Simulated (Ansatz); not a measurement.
Reaction (isomerisation): `CBC#CCC` → `CBCC#CC`

Computed with Ansatz on PBE0-D4/def2-TZVP structures; ΔE is electronic, products minus reactants. CCSD(T)/CBS is the MP2 limit (def2-TZVPP, def2-QZVPP) plus CCSD(T) − MP2 in def2-TZVPP, frozen cores. Functionals use def2-TZVPP. B3LYP here is the variant with VWN-RPA as its local correlation; programs differ in this. One conformer a species, not always the lowest.

```
             level  ΔE (kcal/mol)  difference from CCSD(T)/CBS
            PBE-D4            7.2                         -1.4
         r2SCAN-D4            7.9                         -0.7
           PBE0-D4            7.2                         -1.4
          B3LYP-D4            9.2                          0.6
           ωB97X-V            8.3                         -0.3
           ωB97M-V            8.1                         -0.5
            B2PLYP            9.6                          1.0
               PBE            7.8                         -0.8
            r2SCAN            8.1                         -0.5
              PBE0            7.8                         -0.8
             B3LYP           10.2                          1.6
     HF/def2-TZVPP           12.5                          3.9
    MP2/def2-TZVPP            7.5                         -1.1
SCS-MP2/def2-TZVPP            8.8                          0.2
   CCSD/def2-TZVPP            9.1                          0.5
CCSD(T)/def2-TZVPP            8.6                          0.0
     HF/def2-QZVPP           12.5                          3.9
    MP2/def2-QZVPP            7.5                         -1.1
SCS-MP2/def2-QZVPP            8.8                          0.2
      HF/CBS(def2)           12.5                          3.9
     MP2/CBS(def2)            7.5                         -1.1
    CCSD/CBS(def2)            9.1                          0.5
       CCSD(T)/CBS            8.6                            0
```

Largest T1 diagnostic among the species: 0.012.

The D4 term adds −0.9 kcal/mol with B3LYP and −0.5 kcal/mol with PBE0; it sums over pairs of atoms, weighted by their polarisabilities, and B3LYP, whose exchange is more repulsive, gets the larger term. In def2-TZVPP, CCSD(T) changes the Hartree–Fock value by −3.9 kcal/mol (the triples alone add −0.5 kcal/mol) and MP2 by −5.0 kcal/mol.
